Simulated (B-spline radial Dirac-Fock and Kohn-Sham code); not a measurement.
## Auger parameter of ruthenium: the L3 level and its strongest L3-MM line

Level of theory: Dirac-Fock ΔSCF + Breit + QED; a radial atomic solver. The modified Auger parameter α′ is the binding energy plus the kinetic energy of the Auger electron; it does not depend on the energy zero. For free ions it tends to fall with charge, since less charge screens the final holes.

```
            species  configuration  binding 2p3/2 (eV)  Auger line  kinetic (eV)  α′ (eV)
               Ru⁴⁺   [Kr] 4d2 5s2              2920.5    M4M5 J=4        2150.1   5070.6
               Ru⁵⁺       [Kr] 4d3              2926.0    M4M5 J=4        2143.6   5069.6
Ru⁵⁺ (Watson 1.6 Å)       [Kr] 4d3              2881.1    M4M5 J=4        2188.6   5069.6
               Ru⁶⁺       [Kr] 4d2              2947.7    M4M5 J=4        2121.8   5069.5
Ru⁶⁺ (Watson 2.4 Å)       [Kr] 4d2              2911.7    M4M5 J=4        2157.8   5069.5
               Ru⁷⁺       [Kr] 4d1              2970.8    M4M5 J=4        2098.9   5069.8
Ru⁷⁺ (Watson 2.2 Å)       [Kr] 4d1              2925.0    M4M5 J=4        2144.8   5069.8
```

Values without a named source are computed, but for edge energies of neutral atoms, which are taken from tables.
